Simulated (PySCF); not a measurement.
C₆ coefficients of unlike pairs at PBE0

Calculated with PySCF 2.14 from the dipole response of each species, C₆(A,B) = (3/π) ∫ α_A(iu) α_B(iu) du, in atomic units, from isotropic polarisabilities. For ions this is the dispersion term alone; charge-induced terms of lower order in 1/R come first.

```tsv
species	configuration	basis	relativity	α (bohr³)	C₆ (like pair)
Ge³⁺	[Ar] 3d10 4s1 (2S)	aug-cc-pwCVDZ-PP with ECP10MDF (6s5p4d1f)	core potential	6.113	13.79
In⁺	[Kr] 4d10 5s2 (1S)	aug-cc-pVTZ-PP with ECP28MDF (6s5p4d2f)	core potential	24.62	161.9
Rh³⁺	[Kr] 4d6 (5D)	def2-QZVPPD with the def2 core potential (28 electrons) (7s5p4d4f2g)	core potential	4.608	20.86
Xe³⁺	[Kr] 4d10 5s2 5p3 (4S)	aug-cc-pVTZ-PP with one added diffuse shell each of d, f type with ECP28MDF (6s5p5d3f)	core potential	9.452	53.25
```

Question: Estimate C₆ for Xe³⁺ with Ge³⁺.

Answer: The integral gives 26.53. The combination rule 2 C_A C_B / (C_A α_B/α_A + C_B α_A/α_B) gives 26.34 and the geometric mean 27.10.

No spin-orbit coupling is included.

The other pairs:

| pair | C₆ |
| --- | --- |
| Rh³⁺, In⁺ | 49.84 |
| Xe³⁺, Rh³⁺ | 32.29 |
| Rh³⁺, Ge³⁺ | 15.69 |
| In⁺, Ge³⁺ | 46.47 |
| Xe³⁺, In⁺ | 87.87 |
